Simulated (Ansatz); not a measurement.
Two isomers of C4H10Si: A = `C/C=C/[SiH2]C`, B = `C/C=C(\C)[SiH3]`.

Computed with Ansatz on PBE0-D4/def2-TZVP structures; ΔE is electronic, products minus reactants. CBS: MP2 limit from def2 TZ/QZ plus the TZ coupled-cluster correction, frozen cores. Double bonds are as drawn, so ΔE can hold a change between cis and trans. Functionals use def2-TZVPP. B3LYP here is the variant with VWN-RPA as its local correlation; programs differ in this. One conformer a species, not always the lowest.

(1) Which is lower in electronic energy at CCSD(T)/CBS, and by how much? (Estimate.)

(2) Give E(B) − E(A) in kJ/mol with PBE0-D4, r2SCAN-D4, MP2/def2-TZVPP, B3LYP-D4, PBE-D4, BLYP-D4, B3LYP. (Estimate.)

(3) Does the order hold for the free energy at 298.15 K (harmonic terms from PBE0-D4)? (An estimate is asked.)

Largest T1 diagnostic: 0.011.

## Answers

(1) Ansatz gave: A, by 41.4 kJ/mol.

(2) Computed: PBE0-D4 39.1, r2SCAN-D4 42.5, MP2/def2-TZVPP 39.9, B3LYP-D4 39.4, PBE-D4 37.7, BLYP-D4 37.9, B3LYP 43.5. None reverses the order clearly.

(3) The calculation gave: Yes: G(B) − G(A) = +38.9 kJ/mol, for one conformer each.

Leaving LDA and LC-ωPBE aside and taking each functional with its dispersion term where it has one, the values, not all of them listed here, spread over 7.1 kJ/mol, from revPBE-D4 to ωB97M-V. LDA lies −8.6 kJ/mol from PBE without D4. In def2-TZVPP, CCSD(T) changes the Hartree–Fock value by −5.6 kJ/mol (the triples alone add −1.3 kJ/mol) and MP2 by −5.7 kJ/mol.
